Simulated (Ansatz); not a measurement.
C₃H₈ClNSi, SMILES `C=CCN[SiH2]Cl` from Hartree–Fock to CCSD(T)

```xyz
14

C    -1.3426    1.1814    1.4561
C    -0.9307   -0.0757    1.5152
C     0.0408   -0.7184    0.5761
N     0.6410    0.1924   -0.3702
Si    0.9283   -0.1737   -2.0019
Cl    2.4612   -1.5315   -2.3259
H    -0.9988    1.8509    0.6755
H    -2.0464    1.5761    2.1786
H    -1.3019   -0.7281    2.3028
H     0.8020   -1.2473    1.1680
H    -0.4814   -1.5058    0.0169
H     1.1865    0.9205    0.0661
H     1.3220    1.0735   -2.6916
H    -0.2799   -0.8141   -2.5656
```

Charge 0, multiplicity 1. Geometry: relaxed with PBE0-D4/def2-TZVP. It is one conformer, not always the lowest. Frozen core, restricted reference, the Gaussian-basis code of Ansatz. CBS rows extrapolate triple and quadruple zeta; past MP2 they add the triple-zeta difference.

| basis | HF (Eh) | MP2 corr. | CCSD corr. | (T) | CCSD(T) total |
| --- | --- | --- | --- | --- | --- |
| def2-TZVPP | -921.29153 | -1.01632 | -1.07891 | -0.04567 | -922.41611 |
| def2-QZVPP | -921.32165 | -1.09213 | – | – | – |
| CBS(def2) | -921.32580 | -1.14828 | -1.21088 | as TZ | -922.58235 |
